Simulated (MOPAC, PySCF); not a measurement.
CH7B2N, SMILES `BNBC` (H–B–N–B torsion 0°, B–N–B–C torsion 180°), neutral singlet in the gas phase. 

Z-matrix (Å, degrees):
```
B
N 1 1.4279
H 2 1.0129 1 116.41
B 2 1.4149 3 116.80 1 -179.99
H 4 1.1899 2 118.89 3 -180.00
H 4 1.1930 5 121.70 2 180.00
H 1 1.1934 2 116.75 3 180.00
C 1 1.5640 7 120.97 2 -179.98
H 8 1.0928 1 114.86 7 -179.85
H 8 1.0954 9 108.15 1 -123.37
H 8 1.0955 9 108.14 10 -113.32
```
Charge 0, multiplicity 1.

All levels are single points at this geometry (B3LYP-D3(BJ)/def2-TZVP); Pople sets use spherical d functions. Orbital energies aren't observables, and empty levels follow the basis.

PBE/6-31G* in PySCF gives gap (eV) = 5.65.

Problem. Estimate the gap (eV) from each of these levels: ωB97X-D3(BJ)/def2-TZVP in PySCF; B3LYP/3-21G in PySCF; B3LYP/6-311+G** in PySCF; B3LYP/6-31G* in PySCF; M06-2X/6-31G* in PySCF; SVWN5/6-31G* in PySCF; HF/3-21G in PySCF; HF/6-31G* in PySCF; AM1 in MOPAC; PM3 in MOPAC; PM6 in MOPAC; PM7 in MOPAC.

Solution. 
```json
[
 {"level": "ωB97X-D3(BJ)/def2-TZVP in PySCF", "gap (eV)": "12.74"},
 {"level": "B3LYP/3-21G in PySCF", "gap (eV)": "7.74"},
 {"level": "B3LYP/6-311+G** in PySCF", "gap (eV)": "7.59"},
 {"level": "B3LYP/6-31G* in PySCF", "gap (eV)": "7.77"},
 {"level": "M06-2X/6-31G* in PySCF", "gap (eV)": "10.52"},
 {"level": "SVWN5/6-31G* in PySCF", "gap (eV)": "5.41"},
 {"level": "HF/3-21G in PySCF", "gap (eV)": "15.51"},
 {"level": "HF/6-31G* in PySCF", "gap (eV)": "15.60"},
 {"level": "AM1 in MOPAC", "gap (eV)": "12.77"},
 {"level": "PM3 in MOPAC", "gap (eV)": "11.83"},
 {"level": "PM6 in MOPAC", "gap (eV)": "10.99"},
 {"level": "PM7 in MOPAC", "gap (eV)": "10.32"}
]
```
